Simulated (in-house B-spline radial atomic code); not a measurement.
A calculation on As: its settings, and results tabulated from the run. Computed with an all-electron radial atomic-structure program (B-spline basis): scalar-relativistic (X2C) PBE, spherical fractional occupations, Fermi nucleus of rms radius 4.0968 fm, inside a hard spherical wall at 2.14 bohr.

Command:
```bash
python run_scf.py task.json out
```
Settings (nuclear radius in fm, mass in u):
```
Z                33
configuration    [Ar] 3d10 4s1 4p3 4f1
hamiltonian      x2c
method           pbe,pbe
spin_polarised   False
nucleus          fermi
rms_radius       4.0968
atomic_mass      74.92159
speed_of_light   137.035999084
wall_radius      2.14
```

Output (hartree, bohr):
```
 radial grid: 59 intervals, B-splines of order 8, outer radius 2.14 bohr

 iter        energy (Eh)    residual
    1       -2249.995401    3.70e-01
    2       -2250.574581    4.51e-02
    3       -2250.604620    2.40e-02
    4       -2250.607148    8.93e-03
    5       -2250.607581    1.50e-03
    6       -2250.607595    6.15e-04
    7       -2250.607603    1.89e-05
    8       -2250.607603    6.81e-07
    9       -2250.607603    3.53e-08

 total energy                     -2250.60760
 kinetic                            2333.2672
 electron-nucleus                  -5510.1707
 Hartree                            1012.1326
 exchange-correlation                -85.8367

 orbital      occ     eigenvalue          <r>       <r^2>       <1/r>       r_max
 1s         2.000      -428.6022    0.0451051   0.0027506     34.1738     0.02928
 2s         2.000       -53.0963     0.202556   0.0484574      7.4826      0.1701
 2p         6.000       -46.3627     0.177197   0.0384757     7.22788      0.1362
 3s         2.000        -5.6177     0.603143    0.420174     2.38658      0.5232
 3p         6.000        -3.5490     0.624843     0.45968      2.2101      0.5233
 3d        10.000        -0.1527     0.682089    0.574264     1.88113      0.4823
 4s         1.000         1.2764      1.28401      1.8003     1.05823       1.358
 4p         3.000         1.9891      1.29361     1.84388     1.05878       1.406
 4f         1.000         4.0414      1.36244     1.95316    0.783834       1.426
```

Cost of the run: 0.1 s on 1 thread of Arm Neoverse V1, with other jobs on the host.

One-electron X2C: radii and densities carry no picture-change correction, so inner-shell <1/r> comes out high (for 1s by about 2 % at Z = 33, 5 % at 54, 10 % at 75, 30 % at 118) and <r> low.
